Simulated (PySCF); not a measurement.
## Single point on GeO⁺

State: ²Σ⁺ (doublet), unpaired electrons σ ↑, a second solution, started from another occupation.

An equivalent input (the run itself took its basis sets from the Basis Set Exchange, started from a PBE0 density and held the occupation σ 7α 6β, πx 3α 3β, πy 3α 3β, δx 1α 1β, δy 1α 1β):

```python
from pyscf import gto, dft
mol = gto.M(atom='Ge 0 0 0; O 0 0 1.774', basis={'Ge': 'cc-pVTZ-PP', 'O': 'cc-pVTZ'}, ecp={'Ge': 'cc-pVTZ-PP'},
            charge=1, spin=1, verbose=4, symmetry='C2v')
mf = dft.UKS(mol, xc='PBE0')
mf.grids.atom_grid = (80, 434)
mf.grids.prune = dft.gen_grid.treutler_prune
mf.irrep_nelec = {'A1': (8, 7), 'A2': (1, 1), 'B1': (3, 3), 'B2': (3, 3)}
mf.conv_tol = 1e-9
mf.max_cycle = 60
mf.diis_space = 10
mf.kernel()
```

The log (some set-up lines and the per-cycle HOMO/LUMO lines removed):

```
******** <class 'pyscf.dft.uks_symm.SymAdaptedUKS'> ********
method = SymAdaptedUKS
damping factor = 0
level_shift factor = 0
DIIS = <class 'pyscf.scf.diis.CDIIS'>
diis_start_cycle = 1
diis_space = 10
diis_damp = 0
SCF conv_tol = 1e-09
SCF conv_tol_grad = None
SCF max_cycles = 60
number electrons alpha = 15  beta = 14
Set gradient conv threshold to 3.16228e-05
init E= -369.2972987971
cycle= 1 E= -369.336333024949  delta_E= -0.039  |g|= 0.0372  |ddm|= 0.0836
cycle= 2 E= -369.331530926892  delta_E= 0.0048  |g|= 0.111  |ddm|= 0.162
cycle= 3 E= -369.337082603223  delta_E= -0.00555  |g|= 0.00585  |ddm|= 0.12
cycle= 4 E= -369.337099568431  delta_E= -1.7e-05  |g|= 0.00171  |ddm|= 0.00771
cycle= 5 E= -369.337102612141  delta_E= -3.04e-06  |g|= 0.00053  |ddm|= 0.00428
cycle= 6 E= -369.337103270746  delta_E= -6.59e-07  |g|= 0.000275  |ddm|= 0.00271
cycle= 7 E= -369.337103405707  delta_E= -1.35e-07  |g|= 9.99e-05  |ddm|= 0.00124
cycle= 8 E= -369.337103433803  delta_E= -2.81e-08  |g|= 3.07e-05  |ddm|= 0.000654
cycle= 9 E= -369.337103437509  delta_E= -3.71e-09  |g|= 7.88e-06  |ddm|= 0.000265
cycle= 10 E= -369.337103437756  delta_E= -2.46e-10  |g|= 4.22e-06  |ddm|= 8.03e-05
Extra cycle  E= -369.337103437698  delta_E= 5.76e-11  |g|= 1.25e-05  |ddm|= 1.95e-05
converged SCF energy = -369.337103437698  <S^2> = 0.76683742  2S+1 = 2.0167671
```

Repeating this along the bond gives Re = 1.647 Å and ωe = 873 cm⁻¹.

A point of this curve took 0.98 CPU seconds beside 0.63 for the integrals, on AMD EPYC 9R45 96-Core (shared host).

Spin–orbit coupling is left out.
